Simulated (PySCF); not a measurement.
hexafluorobutadiene (C4F6), SMILES FC(F)=C(F)C(F)=C(F)F. Atoms are numbered in the order given.

```xyz
10

F     -1.3374     2.1906     0.0000
C     -0.0684     1.8658     0.0000
F      0.7167     2.9165     0.0000
C      0.4024     0.6129     0.0000
F      1.7296     0.4394     0.0000
C     -0.4024    -0.6129     0.0000
F     -1.7296    -0.4394     0.0000
C      0.0684    -1.8658     0.0000
F      1.3374    -2.1906     0.0000
F     -0.7167    -2.9165     0.0000
```

Geometry: ωB97X-D3(BJ)/def2-SVP. The geometry has at least one imaginary mode, so it is a saddle point at that level. The values are those of a single conformer.

The numbers are results of PBE/pcSseg-1 (PySCF), not measurements.

GIAO shieldings, no solvent; atoms listed in one row are averaged. δ = σ(ref) − σ: ¹⁹F against CFCl3 (σ = 133.6 ppm); ¹³C against TMS (σ = 182.0 ppm), references at their B3LYP-D3(BJ)/def2-TZVP geometries, non-relativistic.

Task: Estimate the chemical shifts. (An estimate is asked for; the answer gives what the named calculation found.)

Result: 
| nucleus | atoms | count | δ (ppm) |
|---|---|---|---|
| ¹⁹F | F10, F3 | 2 | -117.8 |
| ¹⁹F | F1, F9 | 2 | -135.7 |
| ¹⁹F | F5, F7 | 2 | -236.0 |
| ¹³C | C2, C8 | 2 | 163.8 |
| ¹³C | C4, C6 | 2 | 130.4 |
